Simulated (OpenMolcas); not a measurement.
Nd4+: the spin-orbit constant, worked from levels

```
Program             : OpenMolcas
Basis               : ANO-RCC-VTZP [8s7p5d3f2g1h]
Scalar Hamiltonian  : DKH2, point nucleus
Active space        : 2 electrons in 7 orbitals (4f)
State averaging     : 2S+1 = 3 even, 21 roots; 2S+1 = 1 even, 28 roots
Spin-orbit coupling : state interaction with AMFI integrals over the reference wave functions, term energies averaged over their components
```

Methods: CASSCF; SS-CASPT2, IPEA 0.25 Eh, imaginary shift 0.1 Eh (closed shells correlated: 5s 5p). Measured levels: the list in Carvajal Gallego et al., Mon. Not. R. Astron. Soc. 518, 332 (2023).

**The spin-orbit constant.** For the Hund term 3H of f2, E(J) = (A/2) J(J+1) + constant and ζ = 2S·A = 2A. From J = 4 to J = 6 the energy changes by 11 A.

```tsv
Source	E(6) - E(4)	A	ζ
CASSCF	6096.9	554.3	1109
SS-CASPT2	6112.7	555.7	1111
measured	5743.4	522.1	1044
```

All in cm-1. SS-CASPT2 is off by +6.4 % and CASSCF by +6.2 %. Both methods take the spin-orbit matrix elements from the reference wave functions, so the second can move ζ only through the term energies and any multistate remixing. Second-order mixing with other terms is absorbed into this ζ.

Term energies are means over components that CASPT2 splits; among the terms shown or strongly mixed into the levels shown the widest spread is 42 cm-1 (4f2 3H, SS-CASPT2). Without dynamic correlation excited terms often stand tens of per cent too high (terms of higher spin than the ground term too low), and those without a measured partner can miss by more than the paired ones (holds for CASSCF). Measured partners are found by configuration, term and J. A level has none where our copy of the source lacks it or the pairing is in doubt (some pairs that miss far off the trend of their configuration count as doubtful), and it then counts in no deviation. Levels of configurations outside the active space are missing.
